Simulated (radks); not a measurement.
Task: Ionisation of the krypton ion Kr3+, [Ar] 3d10 4s2 4p3, to [Ar] 3d10 4s2 4p2 as the strength of local exchange is varied. Method: scalar-relativistic Kohn-Sham, Slater X-alpha exchange (alpha = 2/3 is LDA exchange), no correlation, spin-polarised, spherical densities, finite nucleus; open shells are filled with parallel spins first; Fermi nuclear charge, rms radius 4.1884 fm; computed with a radial shooting solver on a logarithmic mesh with Libxc functionals.

alpha  E(Kr3+) (hartree)  exchange (hartree)  IE (eV)  -e of the level emptied (eV)  <r> of it (bohr)
0.667        -2781.02353           -88.75120   50.017                   43.634 (4p)             1.662
0.668        -2781.15675           -88.88820   50.037                   43.654 (4p)             1.662
0.715        -2787.42470           -95.34052   50.991                   44.594 (4p)             1.650
0.733        -2789.82865           -97.81850   51.359                   44.957 (4p)             1.645
0.788        -2797.18589          -105.41373   52.490                   46.073 (4p)             1.632
0.972        -2821.92903          -131.08165   56.363                   49.903 (4p)             1.588
x            -2771.84571           -79.32657   48.633                   42.272 (4p)             1.680

Which alpha was used in the last row?

Result: alpha = 0.598. NIST Atomic Spectra Database: 50.9 +/- 0.11 eV (measured). The Delta-SCF value meets it near alpha = 0.71. Open shells are spherical and high-spin; term and fine-structure splittings are not resolved.
